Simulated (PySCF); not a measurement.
(E)-1-bromo-1-chloroprop-1-ene (C3H4BrCl), SMILES C(/C)=C(/Cl)Br.

Geometry: TPSSh-D3(BJ)/def2-SVP.

The numbers are results of B3LYP/def2-TZVP run with PySCF, not measurements.

The molecule is in vacuum.

```json
{
 "total_energy": "-3151.15935 hartree",
 "point_group": "Cs",
 "highest_occupied_level": "-6.90 eV",
 "lowest_empty_level": "-0.70 eV",
 "orbital_gap": "6.21 eV",
 "dipole_moment": "1.89 D",
 "quadrupole, principal values (traceless, Buckingham form, about the centre of nuclear charge)": "-3.85, -1.05, 4.90 D·Å",
 "mean_static_polarisability": "70.0 bohr³ (10.37 Å³)",
 "polarisability_principal_values": "45.8, 72.2, 91.9 bohr³"
}
```
